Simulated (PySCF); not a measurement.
PBE0 on Ti⁻ (titanium, charge -1), [Ar] 3d3 4s2, high-spin 4F determinant. Computed with PySCF 2.14 in aug-cc-pVQZ-DK (9s8p6d4f3g2h, 140 functions), with the spin-free X2C one-electron Hamiltonian (Gaussian nucleus).

```
cycle= 1 E= -853.530904338707  delta_E= -0.0163  |g|= 0.0207  |ddm|= 3.34
cycle= 2 E= -853.532774192906  delta_E= -0.00187  |g|= 0.00951  |ddm|= 0.674
cycle= 3 E= -853.53324714884  delta_E= -0.000473  |g|= 0.0115  |ddm|= 0.413
cycle= 4 E= -853.533337203807  delta_E= -9.01e-05  |g|= 0.00515  |ddm|= 0.0346
cycle= 5 E= -853.533414138241  delta_E= -7.69e-05  |g|= 0.00106  |ddm|= 0.143
cycle= 6 E= -853.533417043188  delta_E= -2.9e-06  |g|= 0.000485  |ddm|= 0.0225
cycle= 7 E= -853.533417479208  delta_E= -4.36e-07  |g|= 5.28e-05  |ddm|= 0.00721
cycle= 8 E= -853.533417483859  delta_E= -4.65e-09  |g|= 1.73e-06  |ddm|= 0.000449
cycle= 9 E= -853.533417483868  delta_E= -8.75e-12  |g|= 1.97e-07  |ddm|= 9.64e-05
converged SCF energy = -853.533417483868  <S^2> = 3.7950238  2S+1 = 4.0224489
```

Highest occupied orbital energy: 0.886 eV; ⟨L²⟩ = 12.01; populations by l: s 8.00, p 12.00, d 3.00, f 0.00.

Problem. Can this result be used?

Solution. With care. The run converged. At PBE0 the highest occupied level has a positive energy, so only the finite basis holds that electron; in a semilocal or global hybrid functional this comes from self-interaction and does not mean that the real anion is unbound.
